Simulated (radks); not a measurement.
Results of a calculation; reference values are marked as such.
Sc10+, configuration [Ne] 3s1. Code: a radial shooting solver on a logarithmic mesh with Libxc functionals. Model: scalar-relativistic Kohn-Sham, BP86, spin-polarised, spherical densities, finite nucleus; open shells are filled with parallel spins first; Fermi nuclear charge, rms radius 3.5459 fm.

Local quantities along the radius. ELF = 1/(1 + alpha^2) is the electron localisation function; alpha = (tau - tau_W)/tau_unif compares the Pauli kinetic energy density with that of the uniform gas (summed over spins). tau is taken from the large components.

```
   r/bohr * ELF (the largest magnitude, 1, reaches the edge; | marks zero)
 0.005263 |                                                      *
 0.005886 |                                                      *
 0.006584 |                                                      *
 0.007364 |                                                      *
 0.008237 |                                                      *
 0.009213 |                                                      *
  0.01031 |                                                      *
  0.01162 |                                                      *
    0.013 |                                                      *
  0.01454 |                                                      *
  0.01626 |                                                      *
  0.01819 |                                                      *
  0.02034 |                                                      *
  0.02275 |                                                      *
  0.02545 |                                                      *
  0.02846 |                                                      *
  0.03209 |                                                      *
   0.0359 |                                                      *
  0.04015 |                                                     *
  0.04491 |                                                     *
  0.05023 |                                                    *
  0.05618 |                                                   *
  0.06284 |                                                *
  0.07029 |                                          *
  0.07862 |                                  *
  0.08864 |                         *
  0.09915 |                 *
   0.1109 |             *
    0.124 |             *
   0.1387 |               *
   0.1552 |                    *
   0.1736 |                            *
   0.1942 |                                   *
   0.2172 |                                         *
   0.2448 |                                             *
   0.2739 |                                              *
   0.3063 |                                               *
   0.3426 |                                              *
   0.3832 |                                             *
   0.4286 |                                        *
   0.4794 |                              *
   0.5363 |                 *
   0.5998 |        *
   0.6763 |       *
   0.7564 |             *
   0.8461 |                              *
   0.9464 |                                               *
    1.059 |                                                    *
    1.184 |                                                      *
    1.324 |                                                      *
    1.481 |                                                      *
    1.657 |                                                      *
    1.868 |                                                      *
    2.089 |                                                      *
    2.337 |                                                      *
    2.614 |                                                      *
```

On this mesh the ELF has minima near r = 0.12, 0.68 bohr, which separate the shells, and maxima near 0.31 (0.87).

Self-consistent cycle (total energy in hartree, residual of the potential): 1: -721.933726, 2e+01; 2: -724.684411, 1e+01; 3: -726.791462, 3e-01; 4: -726.797662, 2e-01; 5: -726.798262, 1e-02; 6: -726.798283, 2e-04; 7: -726.798283, 2e-04; 8: -726.798283, 1e-04; 9: -726.798283, 1e-04; 10: -726.798283, 8e-06; 11: -726.798283, 5e-06; 12: -726.798283, 7e-07; 13: -726.798283, 1e-07; 14: -726.798283, 2e-07; 15: -726.798283, 9e-08; 16: -726.798283, 6e-08; 17: -726.798283, 4e-09.
